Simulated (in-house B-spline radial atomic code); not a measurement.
Ionisation energies along the 16-electron series, configuration [Ne] 3s2 3p4, as differences of self-consistent energies. Dirac energy differences include first-order Breit, QED and recoil terms. NIST's values go from ground level to ground level; the uncertainty of those that are theory runs from under 0.1 % in few-electron ions to several per cent in heavy many-electron ones. Computed with a radial B-spline atomic code at the basis-set limit: Dirac-Hartree-Fock, average of the configuration, finite nuclei.

```csv
ion,configuration after,ionisation energy (eV),IE/(q+1)² (eV),Breit and QED recoil part (eV),tabulated value (eV),tabulated kind,computed minus tabulated (eV)
Cd32+,[Ne] 3s2 3p3,2013.7,1.8492,-1.4958,1998,semi-empirical,16
In33+,[Ne] 3s2 3p3,2128.5,1.8412,-1.6216,2111,semi-empirical,17
Sn34+,[Ne] 3s2 3p3,?,?,?,?,semi-empirical,?
Sb35+,[Ne] 3s2 3p3,2367.7,1.827,-1.8945,2349,tabulated theory,19
Te36+,[Ne] 3s2 3p3,2492.3,1.8205,-2.0419,2472,tabulated theory,20
I37+,[Ne] 3s2 3p3,?,?,?,?,tabulated theory,?
Xe38+,[Ne] 3s2 3p3,2751.2,1.8088,-2.3608,2726,tabulated theory,25
Cs39+,[Ne] 3s2 3p3,2885.7,1.8036,-2.5325,2859,tabulated theory,27
Ba40+,[Ne] 3s2 3p3,3023.5,1.7986,-2.7125,2994,tabulated theory,30
La41+,[Ne] 3s2 3p3,3164.7,1.794,-2.9014,3133,tabulated theory,32
Ce42+,[Ne] 3s2 3p3,3309.2,1.7897,-3.0993,3274,tabulated theory,35
Pr43+,[Ne] 3s2 3p3,3457.1,1.7857,-3.3065,3419,tabulated theory,38
Nd44+,[Ne] 3s2 3p3,?,?,?,?,tabulated theory,?
Pm45+,[Ne] 3s2 3p3,3763.1,1.7784,-3.7497,3718,tabulated theory,45
```

Q: Fill in the row of Sn34+.

A: ionisation energy (eV): 2246.5; IE/(q+1)² (eV): 1.8339; Breit and QED recoil part (eV): -1.7544; tabulated value (eV): 2227; computed minus tabulated (eV): 19.

Q: Fill in the row of I37+.

A: ionisation energy (eV): 2620.1; IE/(q+1)² (eV): 1.8145; Breit and QED recoil part (eV): -2.1975; tabulated value (eV): 2598; computed minus tabulated (eV): 22.

Q: Fill in the row of Nd44+.

A: ionisation energy (eV): 3608.4; IE/(q+1)² (eV): 1.7819; Breit and QED recoil part (eV): -3.5232; tabulated value (eV): 3567; computed minus tabulated (eV): 41.

Where a p, d or f electron is removed, the computed value is a mean over both j, so it misses the tabulated one by a part of the spin-orbit splitting; averaging over terms and missing correlation add to the gap, relatively most at low charge.
